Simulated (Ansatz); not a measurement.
CH₇BGeOSi, SMILES `B[SiH]([GeH3])C=O`, relaxed with RKS PBE0-D4/def2-TZVP in the Gaussian-basis code of Ansatz from a PBE-D4/def2-SVP geometry. The force threshold is 0.005 eV/Å; the program also tests the step.

The species carries charge 0 and has multiplicity 1.

Start:

```xyz
12

B    -0.416   -1.495    1.295
Si    0.563   -0.617   -0.181
Ge    0.296    1.692    0.505
C    -0.377   -0.614   -1.891
O     0.178   -0.729   -2.965
H     0.155   -2.008    2.237
H    -1.632   -1.456    1.301
H     2.028   -0.882   -0.392
H     0.804    1.919    1.952
H    -1.203    2.082    0.428
H     1.110    2.591   -0.464
H    -1.506   -0.482   -1.825
```

```json
{"step": "1", "energy (eV)": "-68255.3534", "largest force (eV/Å)": "0.946", "largest move (Å)": "0.000"}
{"step": "2", "energy (eV)": "-68255.3876", "largest force (eV/Å)": "0.339", "largest move (Å)": "0.036"}
{"step": "3 (rejected)", "energy (eV)": "-68255.3867", "largest force (eV/Å)": "0.380", "largest move (Å)": "0.072"}
{"step": "4", "energy (eV)": "-68255.3973", "largest force (eV/Å)": "0.176", "largest move (Å)": "0.036"}
{"step": "5", "energy (eV)": "-68255.3982", "largest force (eV/Å)": "0.116", "largest move (Å)": "0.045"}
{"step": "6", "energy (eV)": "-68255.3989", "largest force (eV/Å)": "0.088", "largest move (Å)": "0.013"}
{"step": "7", "energy (eV)": "-68255.3997", "largest force (eV/Å)": "0.021", "largest move (Å)": "0.022"}
{"step": "8", "energy (eV)": "-68255.3999", "largest force (eV/Å)": "0.014", "largest move (Å)": "0.008"}
{"step": "9", "energy (eV)": "-68255.3999", "largest force (eV/Å)": "0.025", "largest move (Å)": "0.008"}
{"step": "10 (rejected)", "energy (eV)": "-68255.3995", "largest force (eV/Å)": "0.073", "largest move (Å)": "0.018"}
{"step": "11", "energy (eV)": "-68255.4000", "largest force (eV/Å)": "0.009", "largest move (Å)": "0.009"}
{"step": "12", "energy (eV)": "-68255.4001", "largest force (eV/Å)": "0.006", "largest move (Å)": "0.011"}
{"step": "13", "energy (eV)": "-68255.4001", "largest force (eV/Å)": "0.007", "largest move (Å)": "0.002"}
{"step": "14", "energy (eV)": "-68255.4001", "largest force (eV/Å)": "0.003", "largest move (Å)": "0.005"}
{"step": "15", "energy (eV)": "-68255.4001", "largest force (eV/Å)": "0.006", "largest move (Å)": "0.006"}
{"step": "16", "energy (eV)": "-68255.4001", "largest force (eV/Å)": "0.015", "largest move (Å)": "0.009"}
{"step": "17", "energy (eV)": "-68255.4001", "largest force (eV/Å)": "0.013", "largest move (Å)": "0.012"}
{"step": "18", "energy (eV)": "-68255.4001", "largest force (eV/Å)": "0.008", "largest move (Å)": "0.001"}
{"step": "19", "energy (eV)": "-68255.4001", "largest force (eV/Å)": "0.004", "largest move (Å)": "0.004"}
{"step": "20", "energy (eV)": "-68255.4001", "largest force (eV/Å)": "0.006", "largest move (Å)": "0.007"}
{"step": "21", "energy (eV)": "-68255.4001", "largest force (eV/Å)": "0.008", "largest move (Å)": "0.009"}
{"step": "22", "energy (eV)": "-68255.4001", "largest force (eV/Å)": "0.006", "largest move (Å)": "0.006"}
{"step": "23 (rejected)", "energy (eV)": "-68255.4001", "largest force (eV/Å)": "0.004", "largest move (Å)": "0.006"}
{"step": "24", "energy (eV)": "-68255.4001", "largest force (eV/Å)": "0.005", "largest move (Å)": "0.003"}
```

End:

```xyz
12

B    -0.403   -1.497    1.269
Si    0.551   -0.573   -0.198
Ge    0.305    1.712    0.514
C    -0.397   -0.634   -1.874
O     0.131   -0.833   -2.935
H     0.178   -1.937    2.215
H    -1.598   -1.539    1.269
H     1.990   -0.871   -0.415
H     0.743    1.889    1.976
H    -1.167    2.133    0.385
H     1.168    2.615   -0.381
H    -1.501   -0.465   -1.825
```

Run time 110 s (4 threads of an AMD EPYC 7R43 on a shared host); peak host memory 0.71 GiB.
